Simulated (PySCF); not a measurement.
Screening by computed properties: pick the candidate that meets the target.

Species are written as SMILES; each is one conformer at its optimised geometry, gas phase, non-relativistic unless stated; the electronic structure was computed with PySCF and density fitting.

Dipoles, sizes and rotational constants follow the conformer. The torsions of the flexible species, by atom-mapped SMILES:
- `[CH3:1][CH2:2][N:3]([CH2:4][CH3:5])[N:6]([CH3:7])[CH3:8]`: C1–C2–N3–C4 166°, C2–N3–C4–C5 -80°, C2–N3–N6–C7 -84°
- `[CH3:1][O:2][Si@@H:3]([SiH2:4][O:5][SiH3:6])[S:7][CH3:8]`: C1–O2–Si3–Si4 -168°, O2–Si3–Si4–O5 -163°, Si3–Si4–O5–Si6 155°, O2–Si3–S7–C8 -164°
- `[CH3:1]/[N:2]=[CH:3]\[C@@H:4]1[CH2:5][CH2:6][Si:7]1([NH2:8])[NH2:9]`: N2–C3–C4–C5 -176°, H–N8–Si7–C6 -62°, H–N8–Si7–C6 79°, H–N9–Si7–C6 22°, H–N9–Si7–C6 -122°
- `[F:1][CH2:2][CH2:3][Cl:4]`: F1–C2–C3–Cl4 180°
- `[CH2:1]=[CH:2][P:3]([CH3:4])[C:5]#[C:6][P@H:7]([CH3:8])=[S:9]`: C1–C2–P3–C4 -133°
- `[CH3:1][CH:2]([CH3:3])[c:4]1[cH:5][n:6][c:7]([Cl:8])[cH:9][p:10]1`: C1–C2–C4–C5 62°
- `[CH3:1][O:2][CH2:3][SiH:4]([O:5][CH3:6])[O:7][CH3:8]`: C1–O2–C3–Si4 -178°, O2–C3–Si4–O5 -56°, C3–Si4–O5–C6 56°, C3–Si4–O7–C8 176°

Task: Wanted: HOMO energy below -6.5 eV (PBE0/pcSseg-1) and smallest rotational constant below 2 GHz (GFN2-xTB), at GFN2-xTB geometries. Which candidate meets both?
A. `C/N=C\[C@@H]1CC[Si]1(N)N`
B. `CO[Si@@H]([SiH2]O[SiH3])SC`
C. `FCCCl`
D. `CCN(CC)N(C)C`

Result: B. Computed values:
| species | HOMO energy | smallest rotational constant |
| --- | --- | --- |
| FCCCl | -8.81 eV | 2.292 GHz |
| CO[Si@@H]([SiH2]O[SiH3])SC | -6.58 eV | 0.429 GHz |
| C/N=C\[C@@H]1CC[Si]1(N)N | -6.32 eV | 0.904 GHz |
| CCN(CC)N(C)C | -6.06 eV | 1.241 GHz |

Task: Wanted: HOMO–LUMO gap between 5.4 eV and 6 eV (PBE0/pcSseg-1) and dipole moment above 2 D (PBE0/pcSseg-1), at GFN2-xTB geometries. Which candidate meets both?
A. `n1cc(C(C)C)pcc1Cl`
B. `N[Si]1(CC[C@H]1/C=N\C)N`
C. `CN(C)N(CC)CC`
D. `C=CP(C)C#C[P@H](C)=S`
E. `FCCCl`
F. `O([SiH](OC)COC)C`

Result: D. Computed values:
```
                species  HOMO–LUMO gap  dipole moment
      n1cc(C(C)C)pcc1Cl        5.30 eV         3.07 D
   C=CP(C)C#C[P@H](C)=S        5.45 eV         4.13 D
N[Si]1(CC[C@H]1/C=N\C)N        6.66 eV         3.97 D
           CN(C)N(CC)CC        7.50 eV         1.08 D
       O([SiH](OC)COC)C        8.65 eV         0.63 D
                  FCCCl        9.39 eV         0.15 D
```
